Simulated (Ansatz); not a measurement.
Energy profile

The step: Si₂H₆ ([SiH3][SiH3]) + HF → Si₂H₅F ([F][SiH2][SiH3]) + H₂; bonds formed: Si1–F7, H2–H6; bonds broken: Si1–H2, H6–F7 (atoms numbered as in the saddle structure below).

```
10
angstrom
Si -0.8266 -0.1169 -0.3028
H -0.9156 -1.8020 -0.5023
H -1.5644 0.6349 -1.3412
H -1.8722 -0.3926 0.7404
Si 0.9540 0.8523 0.8571
H -0.2347 -1.5838 -1.1364
F 0.4576 -0.7207 -1.6711
H 0.4286 1.7078 1.9543
H 1.7689 -0.2402 1.4524
H 1.8046 1.6613 -0.0505
```

Electronic energies by CCSD(T) at an estimated basis limit (MP2 extrapolated from triple and quadruple zeta, plus CCSD(T) − MP2 in triple zeta), on PBE0-D4/def2-TZVP structures; Si$_{2}$H$_{7}$F, singlet; no counterpoise correction. Computed with Ansatz 0.2.0 (basis: def2-TZVPP and def2-QZVPP); correlated methods freeze the cores. Extrapolation: Hartree–Fock as exp(−7.88 √X), correlation as X^−2.97.

**Question.** Give the profile in eV, counted from the separated reactants. (Judge from chemistry; the value comes from the calculation.)

**Answer.** The calculation gives:
```csv
point,eV
"separated: Si$_{2}$H$_{6}$ (linked as [SiH3][SiH3]; Si1, H2, H3, H4, Si5, H8, H9, H10; singlet) + HF (H6, F7; singlet)",0.000
start structure,-0.071
saddle,1.503
end structure,-1.028
"separated: Si$_{2}$H$_{5}$F (linked as [F][SiH2][SiH3]; Si1, H3, H4, Si5, F7, H8, H9, H10; singlet) + H$_{2}$ (H2, H6; singlet)",-1.002
```

No T1 diagnostic of these runs exceeds 0.015.

For scale, one of the runs: CCSD(T)/def2-TZVPP, 213 basis functions (an equivalent command: `ansatz run in.yaml --threads 4`). The run took 78 s on 4 CPU threads (shared host), with 2.9 GiB of host memory at its peak.
